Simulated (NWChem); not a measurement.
The numbers come from NWChem runs, not from measurements. System: H2Ge, charge 0, spin multiplicity 1, at a geometry optimised with B3LYP/def2-SVP. The structure started from a generated list of species. Level: PBE/def2-TZVP.

Input file:

```
start mol
memory heap 200 mb stack 900 mb global 1100 mb
geometry units angstroms nocenter noautoz
  Ge     0.000000     0.000000     0.066351
  H     -1.142489     0.000000    -1.061618
  H      1.142489     0.000000    -1.061618
  symmetry group C2v
end
basis spherical
  * library def2-tzvp
end
dft
  xc xpbe96 cpbe96
  semidirect memsize 60000000 filesize 0
  iterations 100
end
task dft energy
```

Part of the output:

```
             Northwest Computational Chemistry Package (NWChem) 7.3.0
             --------------------------------------------------------

                                NWChem Input Module
                                -------------------

 Scaling coordinates for geometry "geometry" by  1.889725989
 (inverse scale =  0.529177249)

 Turning off AUTOSYM since
 SYMMETRY directive was detected!

                             Geometry "geometry" -> ""
                             -------------------------

 Output coordinates in angstroms (scale by  1.889725989 to convert to a.u.)

  No.       Tag          Charge          X              Y              Z
 ---- ---------------- ---------- -------------- -------------- --------------
    1 Ge                  32.0000     0.00000000     0.00000000     0.06635100
    2 H                    1.0000    -1.14248900     0.00000000    -1.06161800
    3 H                    1.0000     1.14248900     0.00000000    -1.06161800

 Effective nuclear repulsion energy (a.u.)      21.3263105001

            Nuclear Dipole moment (a.u.)
            ----------------------------
        X                 Y               Z
 ---------------- ---------------- ----------------
     0.0000000000     0.0000000000    -0.0000075589

      Symmetry information
      --------------------

 Group name             C2v
 Group number             16
 Group order               4
 No. of unique centers     2

      Symmetry unique atoms

     1    2


 Summary of "ao basis" -> "" (spherical)
 ------------------------------------------------------------------------------
       Tag                 Description            Shells   Functions and Types
 ---------------- ------------------------------  ------  ---------------------
 *                         def2-tzvp                  on all atoms

  pbe96 is a nonlocal functional; adding pw91lda local functional.

                                 NWChem DFT Module
                                 -----------------

 Summary of "ao basis" -> "ao basis" (spherical)
 ------------------------------------------------------------------------------
       Tag                 Description            Shells   Functions and Types
 ---------------- ------------------------------  ------  ---------------------
 Ge                        def2-tzvp                16       48   6s5p4d1f
 H                         def2-tzvp                 4        6   3s1p

 Summary of "ao basis" -> "ao basis" (spherical)
 ------------------------------------------------------------------------------
       Tag                 Description            Shells   Functions and Types
 ---------------- ------------------------------  ------  ---------------------
 Ge                        def2-tzvp                16       48   6s5p4d1f
 H                         def2-tzvp                 4        6   3s1p

      Symmetry analysis of basis
      --------------------------

        a1         26
        a2          6
        b1         16
        b2         12

            General Information
            -------------------
          SCF calculation type: DFT
          Wavefunction type:  closed shell.
          No. of atoms     :     3
          No. of electrons :    34
           Alpha electrons :    17
            Beta electrons :    17
          Charge           :     0
          Spin multiplicity:     1
          Use of symmetry is: on ; symmetry adaption is: on
          Maximum number of iterations: 100
          AO basis - number of functions:    60
                     number of shells:    24
          Convergence on energy requested:  1.00D-06
          Convergence on density requested:  1.00D-05
          Convergence on gradient requested:  5.00D-04

              XC Information
              --------------
          PerdewBurkeErnzerhof Exchange Functional  1.000
            Perdew 1991 LDA Correlation Functional  1.000 local
           PerdewBurkeErnz. Correlation Functional  1.000 non-local

             Grid Information
             ----------------
          Grid used for XC integration:  medium
          Radial quadrature: Mura-Knowles
          Angular quadrature: Lebedev.
          Tag              B.-S. Rad. Rad. Pts. Rad. Cut. Ang. Pts.
          ---              ---------- --------- --------- ---------
          Ge                  1.25      112           7.0       590
          H                   0.35       45           8.0       434
          Grid pruning is: on
          Number of quadrature shells:   157
          Spatial weights used:  Erf1

          Convergence Information
          -----------------------
          Convergence aids based upon iterative change in
          total energy or number of iterations.
          Levelshifting, if invoked, occurs when the
          HOMO/LUMO gap drops below (HL_TOL):  1.00D-02
          DIIS, if invoked, will attempt to extrapolate
          using up to (NFOCK): 10 stored Fock matrices.

                    Damping( 0%)  Levelshifting(0.5)       DIIS
                  --------------- ------------------- ---------------
          dE  on:    start            ASAP                start
          dE off:    2 iters        100 iters           100 iters

      Screening Tolerance Information
      -------------------------------
          Density screening/tol_rho:  1.00D-10
          AO Gaussian exp screening on grid/accAOfunc:  14
          CD Gaussian exp screening on grid/accCDfunc:  20
          XC Gaussian exp screening on grid/accXCfunc:  20
          Schwarz screening/accCoul:  1.00D-08

      Superposition of Atomic Density Guess
      -------------------------------------

 Sum of atomic energies:       -2076.30568075

      Non-variational initial energy
      ------------------------------

 Total energy =   -2076.259545
 1-e energy   =   -2938.371852
 2-e energy   =     840.785997
 HOMO         =      -0.235126
 LUMO         =      -0.085318

      Symmetry analysis of molecular orbitals - initial
      -------------------------------------------------

  Numbering of irreducible representations:

     1 a1          2 a2          3 b1          4 b2

  Orbital symmetries:

     1 a1          2 a1          3 b1          4 a1          5 b2
     6 a1          7 b1          8 a1          9 b2         10 b1
    11 a1         12 a1         13 a2         14 b2         15 a1
    16 b1         17 a1         18 b2         19 b1         20 a1
    21 a1         22 a1         23 a2         24 b2         25 b1
    26 a1         27 b2

------------------------------------------------------------
EAF file 0: "./mol.aoints.0" size=524288 bytes
------------------------------------------------------------
               write      read    awrite     aread      wait
               -----      ----    ------     -----      ----
     calls:        1         0         0         0         0
   data(b): 5.24e+05  0.00e+00  0.00e+00  0.00e+00
   time(s): 0.00e+00  0.00e+00  0.00e+00  0.00e+00  0.00e+00
rate(mb/s): 0.00e+00  0.00e+00
------------------------------------------------------------

   convergence    iter        energy       DeltaE   RMS-Dens  Diis-err    time
 ---------------- ----- ----------------- --------- --------- ---------  ------
 d= 0,ls=0.0,diis     1  -2077.7976533008 -2.10D+03  9.05D-03  5.53D-01     1.7
 d= 0,ls=0.0,diis     2  -2077.8152151048 -1.76D-02  5.07D-03  9.98D-02     1.7
 d= 0,ls=0.0,diis     3  -2077.8202159593 -5.00D-03  1.51D-03  2.70D-02     1.8
 d= 0,ls=0.0,diis     4  -2077.8218575883 -1.64D-03  3.40D-04  5.03D-04     1.9
 d= 0,ls=0.0,diis     5  -2077.8219124420 -5.49D-05  6.57D-05  1.23D-05     1.9
  Resetting Diis
 d= 0,ls=0.0,diis     6  -2077.8219144669 -2.02D-06  8.76D-06  2.26D-07     2.0
 d= 0,ls=0.0,diis     7  -2077.8219145046 -3.77D-08  9.61D-07  1.79D-09     2.0

         Total DFT energy =    -2077.821914504626
      One electron energy =    -2937.613388957601
           Coulomb energy =      917.831654897536
    Exchange-Corr. energy =      -79.366490944636
 Nuclear repulsion energy =       21.326310500075

 Numeric. integr. density =       33.999995212773

     Total iterative time =      1.2s

                  Occupations of the irreducible representations
                  ----------------------------------------------

                     irrep           alpha         beta
                     --------     --------     --------
                     a1                9.0          9.0
                     a2                1.0          1.0
                     b1                4.0          4.0
                     b2                3.0          3.0

                       DFT Final Molecular Orbital Analysis
                       ------------------------------------

 Vector   15  Occ=2.000000D+00  E=-4.702689D-01  Symmetry=a1
              MO Center= -1.1D-14, -3.4D-15, -3.7D-01, r^2= 1.6D+00
   Bfn.  Coefficient  Atom+Function         Bfn.  Coefficient  Atom+Function
  ----- ------------  ---------------      ----- ------------  ---------------
     5      0.606882  1 Ge s                  6      0.352138  1 Ge s
     4     -0.282399  1 Ge s                  3     -0.228028  1 Ge s
    50      0.120483  2 H  s                 56      0.120483  3 H  s
     2      0.101988  1 Ge s                 18     -0.097206  1 Ge pz
    49      0.084007  2 H  s                 55      0.084007  3 H  s

 Vector   16  Occ=2.000000D+00  E=-2.769181D-01  Symmetry=b1
              MO Center=  1.1D-14,  1.1D-16, -6.6D-01, r^2= 2.3D+00
   Bfn.  Coefficient  Atom+Function         Bfn.  Coefficient  Atom+Function
  ----- ------------  ---------------      ----- ------------  ---------------
    16      0.342751  1 Ge px                19      0.225319  1 Ge px
    50     -0.223835  2 H  s                 56      0.223835  3 H  s
    10     -0.160792  1 Ge px                51     -0.153517  2 H  s
    57      0.153517  3 H  s                 49     -0.136533  2 H  s
    55      0.136533  3 H  s                 25     -0.082875  1 Ge d  1

 Vector   17  Occ=2.000000D+00  E=-2.160082D-01  Symmetry=a1
              MO Center=  1.9D-15, -1.4D-15,  8.3D-02, r^2= 2.6D+00
   Bfn.  Coefficient  Atom+Function         Bfn.  Coefficient  Atom+Function
  ----- ------------  ---------------      ----- ------------  ---------------
     6      0.399216  1 Ge s                 18      0.363911  1 Ge pz
    21      0.328435  1 Ge pz                 5      0.318134  1 Ge s
    12     -0.171900  1 Ge pz                50     -0.165670  2 H  s
    56     -0.165670  3 H  s                  4     -0.147775  1 Ge s
    51     -0.134206  2 H  s                 57     -0.134206  3 H  s

 Vector   18  Occ=0.000000D+00  E=-1.444273D-01  Symmetry=b2
              MO Center= -1.7D-15,  7.6D-15,  1.9D-02, r^2= 2.6D+00
   Bfn.  Coefficient  Atom+Function         Bfn.  Coefficient  Atom+Function
  ----- ------------  ---------------      ----- ------------  ---------------
    20      0.614578  1 Ge py                17      0.500835  1 Ge py
    11     -0.223780  1 Ge py                 8      0.085648  1 Ge py
    14     -0.046948  1 Ge py                38     -0.025311  1 Ge d -1

 Vector   19  Occ=0.000000D+00  E= 9.362461D-03  Symmetry=b1
              MO Center= -7.6D-14, -3.4D-15, -3.2D-02, r^2= 4.0D+00
   Bfn.  Coefficient  Atom+Function         Bfn.  Coefficient  Atom+Function
  ----- ------------  ---------------      ----- ------------  ---------------
    19      1.161992  1 Ge px                51      0.871420  2 H  s
    57     -0.871420  3 H  s                 16      0.316807  1 Ge px
    50      0.170442  2 H  s                 56     -0.170442  3 H  s
    10     -0.147887  1 Ge px                25      0.100688  1 Ge d  1
    49      0.090767  2 H  s                 55     -0.090767  3 H  s

 Vector   20  Occ=0.000000D+00  E= 2.761523D-02  Symmetry=a1
              MO Center= -3.5D-14,  2.1D-15, -4.7D-01, r^2= 5.0D+00
   Bfn.  Coefficient  Atom+Function         Bfn.  Coefficient  Atom+Function
  ----- ------------  ---------------      ----- ------------  ---------------
     6      1.364585  1 Ge s                 51     -1.304245  2 H  s
    57     -1.304245  3 H  s                 21     -1.259894  1 Ge pz
     5      0.357826  1 Ge s                 18     -0.246571  1 Ge pz
     4     -0.159426  1 Ge s                  3     -0.123997  1 Ge s
    12      0.117225  1 Ge pz                39      0.074010  1 Ge d  0

 center of mass
 --------------
 x =   0.00000000 y =   0.00000000 z =   0.06880630

 moments of inertia (a.u.)
 ------------------
           8.915047517175           0.000000000000           0.000000000000
           0.000000000000          18.310481581557           0.000000000000
           0.000000000000           0.000000000000           9.395434064383

     Multipole analysis of the density
     ---------------------------------

     L   x y z        total         alpha         beta         nuclear
     -   - - -        -----         -----         ----         -------
     0   0 0 0     -0.000000    -17.000000    -17.000000     34.000000

     1   1 0 0     -0.000000     -0.000000     -0.000000      0.000000
     1   0 1 0     -0.000000     -0.000000     -0.000000      0.000000
     1   0 0 1      0.097591      0.048799      0.048799     -0.000008

     2   2 0 0    -15.349537    -12.336011    -12.336011      9.322486
     2   1 1 0     -0.000000     -0.000000     -0.000000      0.000000
     2   1 0 1     -0.000000     -0.000000     -0.000000      0.000000
     2   0 2 0    -12.112212     -6.056106     -6.056106      0.000000
     2   0 1 1     -0.000000     -0.000000     -0.000000      0.000000
     2   0 0 2    -16.484431    -12.518465    -12.518465      8.552499

 Task  times  cpu:        2.0s     wall:        2.0s

 Total times  cpu:        2.1s     wall:        2.1s
```
